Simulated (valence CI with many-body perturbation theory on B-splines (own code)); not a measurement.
## Valence orbitals of Cs L

Method: valence CI with perturbative core correlation (CI+MBPT): four valence electrons over a frozen Dirac-Fock core [He], radial functions for each j: 11 s, 11 p, 9 d, 7 f, 5 g, 2 h, 1 i, with the one-electron correlation potential Σ1 (screened to all orders), the two-electron term Σ2, the three-electron term Σ3, Breit, model QED; selected single and double excitations, second order for the rest (own B-spline code, finite nucleus).

No measured spectrum was set against this ion. As an estimate, large intervals hold to a few tenths of a per cent, small ones and those within an open d or f shell to about a per cent. Among the levels kept, up to 280 cm⁻¹ of a level comes from second order outside the variational space, and about a tenth of that is noise between levels of different J, which matters for small intervals.

These are the spectroscopic orbitals of the CI (the correlating ones are not listed), shaped by the core and the other valence electrons. h is the expectation value of the core's Dirac-Fock operator, without the valence repulsion; Σ1 is computed up to l = 3 at one energy for each symmetry, that of its lowest orbital but kept below the first core excitation, so for empty shells it is not the orbital's own correlation shift; Breit and QED include the response of the core.

```
Orbital  h (hartree)  Σ1 (cm⁻¹)  Breit (cm⁻¹)  QED (cm⁻¹)  ⟨r⟩ (bohr)
  2s1/2      -375.51      -1411         46671       51526      0.1069
  3s1/2      -164.09       -347         12928       14804      0.2483
  4s1/2      -91.275       -135          5153        6049      0.4506
  5s1/2      -57.987      -66.9          2580        3046      0.7123
  2p1/2      -370.92      -3478         93099        -365     0.08932
  3p1/2      -162.78       -774         24965        -229      0.2324
  4p1/2      -90.734       -297          9986        -103      0.4361
  5p1/2      -57.713       -145          4991       -53.4      0.6992
  2p3/2      -355.85      -2642         35511        5103     0.09456
  3p3/2      -158.31       -589          9619        1332      0.2398
  4p3/2      -88.858       -226          4324         537      0.4459
  5p3/2      -56.757       -111          2173         270      0.7113
  3d3/2      -157.77       -273           896        -164      0.2033
  4d3/2      -88.631       -117           489       -50.9      0.4106
  5d3/2      -56.641      -60.0           252       -22.4      0.6773
  3d5/2      -156.44       -248           293         445      0.2058
  4d5/2      -88.069       -105           159         204      0.4137
  5d5/2      -56.353      -54.1          77.8         108      0.6811
  4f5/2      -87.994      -22.4           5.2       -66.1      0.3564
  5f5/2      -56.318      -12.7           4.3       -32.6      0.6246
  4f7/2      -87.721      -21.6           1.5        58.0      0.3581
  5f7/2      -56.178      -12.2           1.2        31.2      0.6264
  5g7/2      -56.167                      0.0       -20.9      0.5473
  5g9/2      -56.084                      0.0        16.8      0.5486
```

Among the shells of the start configuration 2s2 2p2, Σ1 is largest in size for 2p1/2, where it is 0.0043 % of h.

Lowest root of each symmetry, sizes in configuration state functions:

```
J  Parity  Roots  Reference  Variational  Second order  Change by selected CI (cm⁻¹)  Change by second order (cm⁻¹)
0    even     12         38        22269         36733                        -19787                              0
1    even     20         83        40000         86630                        -18079                            -27
2    even     22         93        39996        138538                        -19869                            -88
3    even     12         63        39997        157816                        -19428                            -69
4    even      5         31        39999        103818                        -14902                             -7
5    even      2         11        21877         86690                        -19611                            -12
0     odd      8         37        18333         33085                        -22483                             -1
1     odd     20         94        40000        132174                        -24670                            -15
2     odd     19        100        39996        156188                        -18794                            -51
3     odd      9         70        39990        190033                        -19824                            -40
4     odd      3         36        32841         93495                        -21967                            -10
```
